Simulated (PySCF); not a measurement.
**How methods differ on the excitation energy of Zr**

Zr [Kr] 4d2 5s2 (3F) → Zr [Kr] 4d2 5s1 5p1 (high-spin determinant), as a difference of total energies. Calculation: PySCF 2.14, in ANO-RCC-VTZP (7s6p4d2f1g, 68 functions); the spin-free X2C one-electron Hamiltonian (Gaussian nucleus). Correlated levels: valence and next inner shell: [Ar] 3d10 frozen. The calculations carry no spin-orbit coupling.

```tsv
method	excitation energy (eV)
UHF	0.888
MP2 (valence and next inner shell)	1.912
SCS-MP2 (valence and next inner shell)	2.076
CCSD (valence and next inner shell)	1.911
CCSD(T) (valence and next inner shell)	2.030
```

**Question.** How much does correlation contribute at CCSD(T) (valence and next inner shell)?

**Answer.** 2.030 − (0.888) = 1.142 eV, measured against UHF.

A first-order spin-orbit estimate (lowest level to lowest level, LS coupling) adds -0.044 eV.

The basis was made for the ground configuration and has no added diffuse functions, so the excitation energy can come out too high.

The determinant of the upper state mixes LS terms, which raises its energy above the lowest term, most at the Hartree-Fock and MP2 levels.
